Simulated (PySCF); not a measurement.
Method: PBE-D3(BJ)/def2-TZVP // B3LYP-D3(BJ)/def2-TZVP (PySCF). All species are isolated molecules in the gas phase. Delta-SCF ions had no search for a lower state. 

Reference species (SMILES): `C(C=O)#N` (neutral, multiplicity 1).

```yaml
LUMO: -4.17 eV
HOMO: -7.45 eV
vertical ionisation energy (Delta-SCF): 11.50 eV
HOMO–LUMO gap: 3.28 eV
```

After one change: the LUMO goes up by 1.80 eV; the HOMO rises by 0.85 eV; the vertical ionisation energy (Delta-SCF) drops by 1.47 eV; the HOMO–LUMO gap rises by 0.95 eV.

Task: What was changed between the two runs? The new species is one of these.
A. `C#N`
B. `C=CC#N`
C. `C[S@](=O)C#N`
D. `CCC#N`

Result: C, `C[S@](=O)C#N`
